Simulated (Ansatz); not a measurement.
The cluster TaPt₅⁻, relaxed as a singlet with RKS PBE0-D4/def2-SVPD in Ansatz, starting from the GFN2-xTB geometry. Force threshold 0.02 eV/Å.

In the def2 sets Pt, Ta take a core potential; there is no spin–orbit coupling. The relaxation made no stability test and no search for a lower SCF solution. No other spin state of charge -1 was run. The structure comes from a short search, and lower isomers may exist.

Start:

Cartesian coordinates in Å:
```
Ta -2.181 -0.036 3.301
Pt -0.322 1.149 -0.617
Pt 1.323 -0.459 -1.579
Pt 1.021 -1.921 0.370
Pt -0.640 -0.351 1.378
Pt 0.800 1.618 -2.853
```

```csv
step,energy (eV),largest force component (eV/Å),SCF passes
1,-17786.4175,3.163,123
2,-17787.0183,1.495,75
3,-17787.2437,0.238,94
4,-17787.2720,0.229,73
5,-17787.3551,0.427,79
6,-17787.3593,0.434,71
7,-17787.4832,0.424,77
8,-17787.6129,0.797,77
9,-17787.7996,1.224,71
10,-17788.0931,1.455,65
11,-17788.5060,1.818,66
13,-17789.5374,1.184,69
15,-17789.8769,0.858,59
17,-17790.1596,1.092,59
19 (rejected),-17790.2134,0.177,58
21,-17790.2243,0.048,44
23,-17790.2256,0.023,46
25,-17790.2261,0.044,44
27,-17790.2267,0.049,45
29 (rejected),-17790.2261,0.144,51
31,-17790.2273,0.011,45
```

Force components are those of the run's own axes.

End:

```xyz
6

Ta   -1.543    0.732    1.658
Pt   -1.115    1.455   -0.473
Pt    0.703   -0.319   -0.730
Pt    1.269   -2.641    0.227
Pt    0.069   -0.895    1.679
Pt    0.617    1.668   -2.362
```

Bonds formed: Ta1–Pt2, Ta1–Pt3, Pt3–Pt5 (atoms count from 1). Metal–metal contacts that move far: Pt2–Pt5 2.52 to 3.40 Å. The end is the same structure that another start reached.

No frequencies were taken in this run, so the end may be a saddle point.

Hardware: 4 threads of Arm Neoverse V1 on a shared host. Wall time 6.7 min, peak host memory 0.84 GiB.
